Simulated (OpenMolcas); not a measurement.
Cu4+ among 4 point charges of -1 e arranged as a square (D4h), 1.8 Å from the ion.
```
   1.8000    0.0000    0.0000  -1.00
   0.0000    1.8000    0.0000  -1.00
  -1.8000    0.0000    0.0000  -1.00
   0.0000   -1.8000    0.0000  -1.00
```

```
Program             : OpenMolcas
Method              : SS-CASPT2, IPEA 0.25 Eh, imaginary shift 0.1 Eh (closed shells correlated: 3s 3p)
Basis               : ANO-RCC-VDZP [5s4p2d1f]
Scalar Hamiltonian  : DKH2, point nucleus
Active space        : 7 electrons in 5 orbitals (3d)
State averaging     : 2S+1 = 4 even, 10 roots; 2S+1 = 2 even, 40 roots
Spin-orbit coupling : state interaction with AMFI integrals over the reference wave functions
```

(1) What is the spin-free ground state (labels of D4, the rotations of D4h)?

(2) Where is the first state of the same spin?

(3) What are the lowest two levels with spin-orbit coupling?

(4) What is χT at 300 K, and how does it compare with the textbook value?

## Answers

(1) 4A2, 1-fold in its orbital part, 98 % from free-ion F terms; it has the highest spin that d7 allows.

(2) 4E at 89.2 cm-1 above the ground state. The two act as a nearly degenerate pair, with unquenched orbital momentum.

(3) A 2-fold level E1/2 with g = 1.52, 6.62, 6.62, then a 2-fold level E3/2 210 cm-1 above it. Their leading multiplicities are 4 (100 %) and 4 (100 %).

(4) The lowest level has 2S+1 = 4, for which the spin-only value is χT = S(S+1) / 2 = 1.875 cm3 K/mol (g = 2). The computed 4.924 at 300 K differs by +3.049, through orbital momentum, spin-orbit coupling and any other state in reach.

Spin-orbit coupling mixes the spin-free states strongly: the lowest level takes only 52 % from its leading state, 4A2. Point charges give a weaker field than real ligands, and real ions of this kind are often low spin; the high spin found here belongs to the model. The ground term spreads over less than 5000 cm-1, several times less than with real ligands, so orbital moments are less quenched and χT lies further from the spin-only value than at real sites. Free-ion shares, where given, are those of the reference states; single-state CASPT2 does not remix them. Point charges carry no covalency, so the field is a model and not that of real ligands. No measured value stands beside these numbers.
